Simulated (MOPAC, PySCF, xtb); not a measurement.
Complex: C2H4 (SMILES C=C) (first 6 atoms) with N2 (SMILES N#N); geometry from B3LYP-D3(BJ)/def2-TZVP.
(charge 0, multiplicity 1):
```csv
atom,x (Å),y (Å),z (Å)
C,-0.2509,0.3526,-0.2472
C,0.4517,-0.7277,0.0581
H,-0.4537,0.6277,-1.2752
H,-0.6528,1.0082,0.5159
H,0.6567,-1.0055,1.0849
H,0.8525,-1.3809,-0.7077
N,-0.5876,1.0098,3.3599
N,-0.0141,0.1167,3.6114
```

Monomers are frozen at their geometry in the pair; levels with a basis set take the counterpoise correction. Rows marked so take none.

Rows in 3-21G carry no dispersion term and start afresh at each structure. The state that PM3 reach isn't checked.

Codes used: MOPAC for PM3 (differences of heats of formation); PySCF for 3-21G rows; xtb for the GFN methods. Values without a source in brackets are computed.

Q: One of these levels gives -0.80 kcal/mol for the interaction energy. Which?
A. B3LYP/3-21G (no counterpoise)
B. PM3
C. GFN2-xTB

A: C, GFN2-xTB. The others give 1.00 (PM3), -1.49 (B3LYP/3-21G (no counterpoise))
